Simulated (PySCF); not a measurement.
S₄, SMILES S=[S][S]=S (connectivity only; charge and spin as stated), neutral, multiplicity 1. Heavy atoms are numbered as in [S:1]([S:2]=[S:3])=[S:4].

Coordinates come from a ωB97X-D3(BJ)/def2-SVP optimisation. The values are those of a single conformer.

These are PBE/def2-TZVPD in PySCF values and carry that method's errors.

Mulliken values depend strongly on the basis, most of all with diffuse functions as here. ESP charges are fitted to the potential on shells at 1.4 to 2.0 van der Waals radii. Atomic charges (e), one atom of each kind:

```tsv
atom	Mulliken	meta-Löwdin	ESP fit
S1	0.13	0.17	0.07
S3	-0.13	-0.17	-0.07
```
